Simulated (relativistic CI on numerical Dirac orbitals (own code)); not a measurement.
## Ligand-field terms of d2

Computed with a parametric ligand-field model of a d^n configuration (Racah B and C, spin-orbit zeta, crystal field), exact diagonalisation.

Field parameters in Wybourne normalisation: Oh B⁴₀ = 21Dq, B⁴₄ = √(5/14) B⁴₀. The field is a parameter set, without covalency.

B = 440 cm⁻¹, C = 2270 cm⁻¹ (C/B = 5.16), Oh, no spin-orbit coupling. Tanabe-Sugano data, E/B above the lowest term (Δ = |10Dq|; b, c mark the second and third term of a kind):

```tsv
Δ/B	3T1	3T2	3A2	3T1(b)	1T2	1E	1A1
1.0	0.00	0.81	1.81	15.62	15.66	16.13	23.30
5.0	0.00	4.22	9.22	18.44	16.54	17.36	26.84
9.0	0.00	7.82	16.82	21.63	16.84	17.46	29.68
13.0	0.00	11.53	24.53	25.06	16.92	17.38	31.84
17.0	0.00	15.32	32.32	28.64	16.92	17.28	33.45
21.0	0.00	19.16	40.16	32.31	16.89	17.18	34.65
25.0	0.00	23.03	48.03	36.06	16.86	17.10	35.56
29.0	0.00	26.92	55.92	39.85	16.82	17.03	36.26
33.0	0.00	30.84	63.84	43.68	16.79	16.97	36.81
37.0	0.00	34.77	71.77	47.54	16.76	16.92	37.24
41.0	0.00	38.71	79.71	51.42	16.73	16.88	37.60
45.0	0.00	42.66	87.66	55.32	16.71	16.84	37.89
```

The ground term stays 3T1.
